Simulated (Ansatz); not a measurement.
Cl$_{2}$Sn, charge -1, doublet, at a GFN2-xTB geometry (such geometries of metal compounds can be far from the true shape) (a state made from the parent by changing its charge; the spin is typed, not shown lowest) (core potentials on Sn) (a gas-phase anion, which may not be bound at this level).

Input for Ansatz (a program for electronic structure):
Ansatz 0.2 input:
```yaml
crystal:
  periodic: [false, false, false]
  atoms:
    - {symbol: Sn, position_ang: [0.01076359, -0.01024665, 0.63912643]}
    - {symbol: Cl, position_ang: [1.23230621, 1.55893049, -0.93616015]}
    - {symbol: Cl, position_ang: [-1.26396382, -1.52879329, -0.94362347]}
basis:
  gaussian:
    orbitals: def2-SVP
hamiltonian:
  xc: r2scan
total_charge: -1
magnetization: {spin_polarized: true, initial_magnetization: 1}
```

Q: Give the <S^2> at the level R2SCAN/def2-SVP (Ansatz).

A: 0.755

Q: What total energy does R2SCAN/def2-SVP give?

A: -1134.591272 Ha

Q: What number of basis functions does R2SCAN/def2-SVP give?

A: 62

A gas-phase anion may not be bound at this level; its values then depend on the basis.
